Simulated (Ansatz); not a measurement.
Consider the cleavage of the Ga–Si bond: `F[CH2][GaH][SiH2]Cl` + H₂S → `F[CH2][GaH][SH]` + `[SiH3]Cl`.

Program: Ansatz. Geometries: PBE0-D4/def2-TZVP. ΔE: electronic, gas phase. CCSD(T)/CBS adds triple-zeta CCSD(T) − MP2 to the extrapolated MP2 energy (def2 sets, frozen cores). This one scheme is used for every species. Functionals use def2-TZVPP. For Ga outer-core shells are correlated without core-valence functions, which leaves a few kJ/mol of doubt a bond. Scalar relativity is left out up to krypton. One conformer a species, not always the lowest.

`F[CH2][GaH][SiH2]Cl`:

Z-matrix (Å, degrees):
```
C
Ga 1 1.991
F 1 1.391 2 111.8
H 1 1.097 2 111.0 3 120.8
H 1 1.097 2 110.7 3 -120.6
Si 2 2.414 1 118.9 3 7.3
H 2 1.573 1 118.2 3 -177.3
Cl 6 2.080 2 102.9 1 86.5
H 6 1.486 2 115.4 1 -157.5
H 6 1.485 2 115.5 1 -30.0
```

H₂S:

Z-matrix (Å, degrees):
```
S
H 1 1.341
H 1 1.341 2 92.3
```

`F[CH2][GaH][SH]`:

Cartesian coordinates in Å:
```
F -0.020 0.932 1.480
C -0.345 -0.339 1.019
Ga 0.038 -0.505 -0.926
S 0.862 1.289 -1.878
H -1.406 -0.516 1.231
H 0.229 -1.068 1.600
H -0.196 -1.777 -1.799
H 0.837 1.985 -0.727
```

`[SiH3]Cl`:

```xyz
5

Si    0.097    0.012   -0.084
Cl   -1.449   -0.178    1.254
H    -0.181   -0.857   -1.250
H     1.351   -0.405    0.584
H     0.183    1.429   -0.505
```

Question: Is it downhill or uphill in electronic energy at CCSD(T)/CBS, and by how much? (Estimate.)

Answer: Computed: Downhill: ΔE = -0.98 eV.

Question: What do these levels give: PBE0-D4, ωB97X-V, B2PLYP, PBE, r2SCAN, PBE0, HF/def2-TZVPP, MP2/def2-TZVPP, SCS-MP2/def2-TZVPP, MP2/def2-QZVPP, SCS-MP2/def2-QZVPP, CCSD/CBS(def2)? (An estimate is asked.)

Answer: Computed: PBE0-D4 -0.91, ωB97X-V -0.96, B2PLYP -1.01, PBE -0.89, r2SCAN -1.00, PBE0 -0.93, HF/def2-TZVPP -1.07, MP2/def2-TZVPP -1.06, SCS-MP2/def2-TZVPP -1.04, MP2/def2-QZVPP -1.05, SCS-MP2/def2-QZVPP -1.04, CCSD/CBS(def2) -0.97 eV.

Largest T1 diagnostic among the species: 0.013.

From PBE to PBE0 (25 % exact exchange), in def2-TZVPP and without D4, ΔE moves by −0.04 eV.
